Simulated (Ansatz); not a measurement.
SnCl₃, SMILES [Cl][Sn]([Cl])[Cl], multiplicity 2.

Geometry optimised at PBE0-D3(BJ)/def2-SVP. The multiplicity is an assumed one; other spin states were not compared. The isomer is the one that the SMILES or the coordinates give; other isomers of the formula were not compared. The def2 effective core potentials stand for the cores of Sn; spin–orbit coupling is left out.

Two levels are set side by side: PBE/def2-SVPD (Ansatz, a program for electronic structure) and PBE0/def2-SVPD (Ansatz). Energy differences of separate SCF runs at the same geometry; the states with an electron removed or added have multiplicity 1 and 1. Differences are taken from unrounded values.

| quantity | PBE0 |
|---|---|
| vertical ionisation energy (eV) | 9.93 |
| vertical electron affinity (eV) | 3.59 |

**Question.** What does PBE give, and how far is it from PBE0? (An estimate is asked for; the answer gives what the named calculation found.)

**Answer.** 
```csv
quantity,PBE,PBE minus PBE0
vertical ionisation energy (eV),9.62,-0.31
vertical electron affinity (eV),3.51,-0.07
```
